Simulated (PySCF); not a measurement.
PySCF input file for C2H9FOSi2, SMILES C[Si](C)(F)O[SiH3], ωB97X-D3(BJ)/def2-SVP. Geometry optimised at ωB97X-D3(BJ)/def2-SVP. The values are those of a single conformer.

```python
import numpy as np
from pyscf import gto, scf, dft, df
from pyscf.hessian import thermo

mol = gto.M(
    atom='''
    C    -1.66819807   -1.61276612   -0.70156226
    Si   -0.74609046   -0.08696431   -0.19288698
    C    -1.58208420    0.91687229    1.12900293
    F    -0.57286144    0.87961018   -1.50130320
    O     0.77905805   -0.51372738    0.28613093
    Si    2.25754204    0.19832701    0.54665046
    H    -2.67773988   -1.36261231   -1.06415505
    H    -1.13109275   -2.13759027   -1.50688974
    H    -1.76879362   -2.30473178    0.14972195
    H    -0.99541227    1.81985169    1.36175916
    H    -1.68923850    0.33027312    2.05550258
    H    -2.58595071    1.23705532    0.80750552
    H     3.04211843    0.24760232   -0.71803328
    H     2.07519904    1.58750569    1.06346211
    H     2.99557060   -0.60774121    1.55647548
    ''',
    basis='def2-SVP',
    charge=0,
    spin=0,
    max_memory=1600,
    verbose=3,
)
mf = dft.RKS(mol, xc='wb97x-d3bj').density_fit(auxbasis='def2-universal-jkfit')
mf.grids.level = 3
mf.conv_tol = 1e-11
mf.max_cycle = 100
mf.kernel()

# [left out here: the lines that compute and print the analytic Hessian (its translational invariance restored by hand, since the grid's response is missing), thermochemistry and intensities]
```

It prints:

```
[...]
       6   H                 0.00  0.00 -0.00   -0.02 -0.05 -0.01    0.00  0.03  0.00
       7   H                -0.00  0.00 -0.00    0.03  0.01  0.02    0.01  0.02 -0.00
       8   H                -0.01 -0.02 -0.01    0.03  0.01  0.01    0.00  0.02  0.01
       9   H                 0.01 -0.00 -0.02    0.02 -0.02  0.01    0.01  0.00 -0.02
      10   H                -0.00  0.02  0.01    0.02 -0.01 -0.01   -0.00 -0.02 -0.01
      11   H                 0.01  0.01 -0.00   -0.02  0.02  0.04    0.00 -0.02 -0.03
      12   H                 0.31 -0.67  0.16    0.36  0.22  0.26   -0.15 -0.12 -0.09
      13   H                -0.18 -0.14  0.35    0.51  0.05 -0.01   -0.16 -0.03  0.01
      14   H                 0.31 -0.07 -0.30    0.36  0.29 -0.06   -0.18 -0.15  0.00
Mode                                24                  25                  26
Irrep
Freq [cm^-1]                     1293.5695           1294.4624           1433.4992
Reduced mass [au]                   1.3239              1.2882              1.0510
Force const [Dyne/A]                1.3052              1.2718              1.2725
Char temp [K]                    1861.1585           1862.4431           2062.4861
Normal mode                   x     y     z       x     y     z       x     y     z
       0   C                 0.05  0.09  0.03    0.05  0.08  0.02    0.02 -0.02  0.03
       1  Si                -0.00 -0.02 -0.01   -0.01 -0.00  0.01    0.00 -0.00  0.00
       2   C                -0.04  0.05  0.07    0.05 -0.05 -0.07   -0.02  0.02 -0.03
       3   F                 0.00  0.00  0.00    0.00  0.00 -0.00    0.00  0.00 -0.00
       4   O                -0.00  0.00  0.00    0.01 -0.00  0.00   -0.00 -0.00 -0.00
       5  Si                 0.00  0.00  0.00   -0.00 -0.00 -0.00    0.00  0.00  0.00
       6   H                -0.03 -0.36 -0.06   -0.04 -0.34 -0.04    0.07 -0.21 -0.26
       7   H                -0.27 -0.24  0.02   -0.26 -0.23  0.02   -0.26  0.29 -0.36
       8   H                -0.17 -0.22 -0.24   -0.17 -0.20 -0.22   -0.14  0.25  0.22
       9   H                 0.24 -0.06 -0.22   -0.26  0.07  0.25    0.22 -0.23  0.35
      10   H                 0.14 -0.28 -0.13   -0.17  0.30  0.13    0.18  0.25  0.15
      11   H                 0.02 -0.15 -0.30   -0.02  0.15  0.33   -0.07 -0.25 -0.12
      12   H                -0.00 -0.00 -0.00   -0.00 -0.00 -0.00   -0.00 -0.00  0.00
      13   H                 0.00  0.00  0.00   -0.01 -0.00 -0.00    0.00  0.00 -0.00
      14   H                 0.00 -0.00 -0.00   -0.01 -0.00  0.00    0.00 -0.00 -0.00
Mode                                27                  28                  29
Irrep
Freq [cm^-1]                     1435.1826           1442.2049           1445.2658
Reduced mass [au]                   1.0491              1.0464              1.0456
Force const [Dyne/A]                1.2732              1.2823              1.2868
Char temp [K]                    2064.9082           2075.0118           2079.4157
Normal mode                   x     y     z       x     y     z       x     y     z
       0   C                -0.03  0.01  0.03    0.03 -0.01 -0.02    0.02 -0.02  0.03
       1  Si                -0.00  0.00  0.00    0.01  0.00 -0.00    0.00 -0.00  0.01
       2   C                 0.03  0.02 -0.00    0.03  0.03  0.00    0.02 -0.03  0.03
       3   F                 0.00 -0.00 -0.00   -0.00 -0.00  0.00   -0.00  0.00 -0.00
       4   O                -0.00 -0.00 -0.00   -0.00 -0.00  0.00    0.00  0.00 -0.00
       5  Si                 0.00  0.00  0.00   -0.00  0.00 -0.00   -0.00 -0.00 -0.00
       6   H                 0.19  0.17 -0.46   -0.13 -0.17  0.30    0.08 -0.18 -0.27
       7   H                -0.24 -0.15 -0.02    0.14  0.19 -0.07   -0.25  0.23 -0.31
       8   H                 0.48 -0.10  0.00   -0.39  0.14  0.05   -0.07  0.21  0.20
       9   H                 0.17 -0.04 -0.13    0.19 -0.03 -0.22   -0.30  0.28 -0.34
      10   H                -0.38 -0.02 -0.07   -0.50 -0.06 -0.12   -0.07 -0.28 -0.15
      11   H                -0.15 -0.28  0.24   -0.18 -0.32  0.32    0.12  0.37  0.07
      12   H                -0.00 -0.00  0.00    0.00 -0.00  0.00    0.00  0.00  0.00
      13   H                 0.00  0.00  0.00    0.00 -0.00  0.00    0.00 -0.00  0.00
      14   H                -0.00 -0.00 -0.00   -0.00  0.00 -0.00    0.00  0.00  0.00
Mode                                30                  31                  32
Irrep
Freq [cm^-1]                     2247.9230           2270.8503           2278.6556
Reduced mass [au]                   1.0433              1.0462              1.0316
Force const [Dyne/A]                3.1060              3.1788              3.1558
Char temp [K]                    3234.2607           3267.2480           3278.4781
Normal mode                   x     y     z       x     y     z       x     y     z
       0   C                 0.00 -0.00  0.00   -0.00  0.00 -0.00   -0.00 -0.00 -0.00
       1  Si                -0.00  0.00 -0.00    0.00 -0.00  0.00    0.00 -0.00  0.00
       2   C                 0.00 -0.00 -0.00   -0.00  0.00 -0.00   -0.00  0.00  0.00
       3   F                 0.00 -0.00  0.00    0.00  0.00 -0.00   -0.00  0.00 -0.00
       4   O                 0.00  0.00  0.00   -0.00 -0.00 -0.00   -0.00 -0.00 -0.00
       5  Si                -0.01  0.03  0.01   -0.01 -0.01  0.03   -0.02  0.01 -0.01
       6   H                 0.00  0.00  0.00   -0.00 -0.00 -0.00   -0.00 -0.00 -0.00
       7   H                -0.00 -0.00 -0.00   -0.00 -0.00 -0.00    0.00  0.00 -0.00
       8   H                -0.00 -0.00 -0.00    0.00  0.00  0.00   -0.00  0.00  0.00
       9   H                 0.00 -0.00 -0.00    0.00 -0.00  0.00    0.00 -0.00 -0.00
      10   H                -0.00  0.00  0.00    0.00 -0.00 -0.00   -0.00 -0.00 -0.00
      11   H                 0.00 -0.00 -0.00   -0.00  0.00  0.00   -0.00  0.00  0.00
      12   H                 0.04  0.02 -0.07    0.49  0.02 -0.79    0.15  0.02 -0.26
      13   H                 0.12 -0.90 -0.34   -0.01  0.06  0.04   -0.01  0.09  0.02
      14   H                 0.02 -0.02  0.05   -0.15  0.17 -0.19    0.46 -0.51  0.63
Mode                                33                  34                  35
Irrep
Freq [cm^-1]                     3069.6589           3072.6729           3172.6547
Reduced mass [au]                   1.0374              1.0372              1.1030
Force const [Dyne/A]                5.7593              5.7694              6.5411
Char temp [K]                    4416.5558           4420.8922           4564.7437
Normal mode                   x     y     z       x     y     z       x     y     z
       0   C                 0.01  0.01  0.00   -0.03 -0.04 -0.01    0.01 -0.01  0.02
       1  Si                 0.00 -0.00 -0.00    0.00  0.00  0.00   -0.00  0.00 -0.00
       2   C                -0.02  0.03  0.04   -0.00  0.01  0.01   -0.02  0.06 -0.06
       3   F                -0.00 -0.00  0.00   -0.00 -0.00  0.00   -0.00 -0.00  0.00
       4   O                -0.00  0.00 -0.00   -0.00  0.00 -0.00    0.00 -0.00  0.00
       5  Si                 0.00  0.00  0.00    0.00  0.00  0.00    0.00  0.00 -0.00
       6   H                -0.11  0.03 -0.04    0.51 -0.14  0.18   -0.19  0.04 -0.07
       7   H                 0.06 -0.05 -0.08   -0.27  0.25  0.39    0.01 -0.01 -0.02
       8   H                -0.01 -0.08  0.09    0.05  0.35 -0.44    0.02  0.14 -0.17
       9   H                -0.30 -0.45 -0.11   -0.06 -0.10 -0.02   -0.14 -0.20 -0.06
      10   H                 0.05  0.31 -0.47    0.01  0.06 -0.10   -0.07 -0.38  0.60
      11   H                 0.50 -0.16  0.17    0.10 -0.03  0.04    0.44 -0.13  0.13
      12   H                -0.00 -0.00 -0.00    0.00 -0.00 -0.00   -0.00 -0.00  0.00
      13   H                 0.00 -0.00 -0.00    0.00 -0.00 -0.00    0.00 -0.00  0.00
      14   H                -0.00  0.00 -0.00   -0.00  0.00 -0.00   -0.00 -0.00  0.00
Mode                                36                  37                  38
Irrep
Freq [cm^-1]                     3174.1261           3175.4472           3180.4220
Reduced mass [au]                   1.1029              1.1027              1.1031
Force const [Dyne/A]                6.5467              6.5514              6.5742
Char temp [K]                    4566.8608           4568.7616           4575.9191
Normal mode                   x     y     z       x     y     z       x     y     z
       0   C                -0.01  0.01 -0.02    0.03 -0.04  0.06   -0.07  0.02  0.05
       1  Si                 0.00  0.00 -0.00    0.00 -0.00  0.00   -0.00  0.00  0.00
       2   C                 0.07  0.04  0.01    0.03 -0.01  0.02   -0.00 -0.00 -0.00
       3   F                -0.00 -0.00  0.00   -0.00  0.00 -0.00    0.00  0.00 -0.00
       4   O                -0.00 -0.00  0.00   -0.00  0.00 -0.00    0.00 -0.00 -0.00
       5  Si                -0.00  0.00  0.00   -0.00 -0.00  0.00    0.00  0.00  0.00
       6   H                 0.15 -0.03  0.05   -0.52  0.12 -0.18    0.42 -0.10  0.16
       7   H                -0.00  0.00  0.00    0.06 -0.06 -0.07    0.38 -0.38 -0.57
       8   H                -0.02 -0.11  0.13    0.07  0.41 -0.50    0.02  0.18 -0.21
       9   H                -0.38 -0.60 -0.16   -0.05 -0.09 -0.02    0.01  0.01  0.00
      10   H                -0.01 -0.10  0.17    0.02  0.11 -0.17   -0.00 -0.00  0.00
      11   H                -0.48  0.16 -0.15   -0.28  0.09 -0.09    0.02 -0.01  0.01
      12   H                 0.00 -0.00 -0.00    0.00  0.00 -0.00   -0.00 -0.00 -0.00
      13   H                 0.00 -0.00 -0.00    0.00  0.00 -0.00   -0.00 -0.00 -0.00
      14   H                 0.00 -0.00  0.00    0.00  0.00 -0.00   -0.00 -0.00 -0.00
temperature 298.1500 [K]
pressure 101325.00 [Pa]
Rotational constants [GHz] 3.27597 1.36563 1.32125
Symmetry number 1
Zero-point energy (ZPE) 0.10796 [Eh]   283451.412 [J/mol]
                           tot       elec      trans        rot        vib
Entropy [J/mol/K]       422.277      0.000    168.889    118.776    134.613
Cv [J/mol/K]            141.518      0.000     12.472     12.472    116.575
Cp [J/mol/K]            149.832      0.000     20.786     12.472    116.575
Internal energy [J/mol]                      3718.434   3718.434 302791.559
Internal energy [Eh]   -835.48005  -835.59821
Enthalpy [J/mol]                             6197.391   3718.434 302791.559
Enthalpy [Eh]          -835.47910
Gibbs free energy [J/mol]                  -44156.907 -31694.506 262656.795
Gibbs free energy [Eh] -835.52706
mode   freq/cm-1   IR/(km/mol)
   1       26.06         1.825
   2       53.87         0.090
   3       72.77         1.240
   4      132.25         0.011
   5      151.42         0.097
   6      189.02         0.251
   7      202.87         0.295
   8      236.66         3.650
   9      315.05        28.348
  10      339.81        26.041
  11      580.75         1.615
  12      695.53         3.696
  13      700.37         0.474
  14      738.84        37.372
  15      747.72        26.572
  16      756.66        26.012
  17      794.21         5.106
  18      831.84       184.606
  19      862.26       160.525
  20      926.30       145.820
  21      969.46       111.050
  22      973.13        99.117
  23     1006.79       522.398
  24     1099.13       387.316
  25     1293.57        69.173
  26     1294.46        45.038
  27     1433.50         0.102
  28     1435.18         1.756
  29     1442.20         3.021
  30     1445.27        11.172
  31     2247.92       130.061
  32     2270.85       137.207
  33     2278.66       111.758
  34     3069.66         0.565
  35     3072.67         0.518
  36     3172.65         1.347
  37     3174.13         2.495
  38     3175.45         5.539
  39     3180.42         2.212
max |gradient| / (hartree/bohr): 0.00021470674225033287
APT charges: [-0.4345  2.064  -0.4407 -0.6855 -1.3612  1.5434  0.0283  0.0337  0.037
  0.0311  0.0345  0.0333 -0.2935 -0.3006 -0.2899]
```

Self-consistency was reached.
